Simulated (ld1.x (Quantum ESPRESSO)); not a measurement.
**cadmium (Cd): one change to a TM potential, before and after**

ld1.x (Quantum ESPRESSO) 7.5 input, shortened:

```
&input
   title='Cd', zed=48., rel=2, dft='REVPBE', iswitch=3,
   config='[Kr] 4d10 4f-2 5s2 5p0', rel_dist='average'
 /
 &inputp
   pseudotype=2, tm=.true., lloc=-2, rcloc=1.20,
   nlcc=.true., new_core_ps=.true.
 /
4
5S  1  0   2.00   0.00  1.90  1.90  0.0
4P  2  1   6.00   0.00  1.40  1.40  0.0
4D  3  2  10.00   0.00  1.80  1.80  0.0
4F  4  3  -2.00   0.30  1.80  1.80  0.0
 &test
   configts(1)='4p6 4d10 5s2 5p0'
 /
```

Open shells are filled in proportion to 2j + 1 (rel_dist='average').

Change: wave 5s (bound): rc 1.90 bohr becomes 5s (bound): rc 1.22 bohr.

Cutoffs: the cutoffs (Ry, on a coarse ladder) from which the occupation-weighted sum of valence levels, in a spherical-Bessel basis at the reference potential, stays within 10 and 1 mRy of its value at 400 Ry; they do not see the model core or the augmentation charge, which bear on the density cutoff. Errors are all-electron minus pseudo energies relative to the spin-unpolarised reference configuration.

Problem. Predict the effect on cutoff, ghosts and configuration errors.

Solution. Both files keep a bound ghost (s); the number of tests that count goes from 7 to 4; of the 4 tests that both files solve, the error grows in 3 and shrinks in 1 by more than 15 % and 0.3 meV (median size 58.1 → 199.3 meV).

| quantity | base | changed |
| --- | --- | --- |
| cutoff, loose | 70 Ry | over 300 Ry |
| cutoff, tight | 110 Ry | over 300 Ry |
| loose cutoff by channel (10 mRy a level) | s 12 Ry, p 35 Ry, d 55 Ry | s over 300 Ry, p 35 Ry, d 55 Ry |
| bound ghosts | s | s |
| tests counted (converged, no solver errors) | 7 of 7 | 4 of 7 |
| error for 4p6 4d10 5s0 5p0, meV [ΔE 26.11 eV] | -28 | -182 |
| error for 4p6 4d9 5s0 5p0, meV [ΔE 64.03 eV] | +22 | -189 |
| error for 4p6 4d8 5s0 5p0, meV [ΔE 118.01 eV] | +88 | -210 |
| error for 4p6 4d10 5s0 5p2, meV [ΔE 9.60 eV] | +357 | +217 |

Changed file: Tests not counted: 4p6 4d10 5s1 5p0 (solver errors, printed error -4.2 eV); 4p6 4d9 5s2 5p0 (solver errors, printed error -3459 eV); 4p5 4d10 5s2 5p0 (solver errors, printed error -17.7 eV). A true bound ghost makes a file unfit for plane-wave use even where its test errors are small: the radial tests pick states by their node count and pass the ghost by. Where a test does run into it, the solver fails or the error is huge.
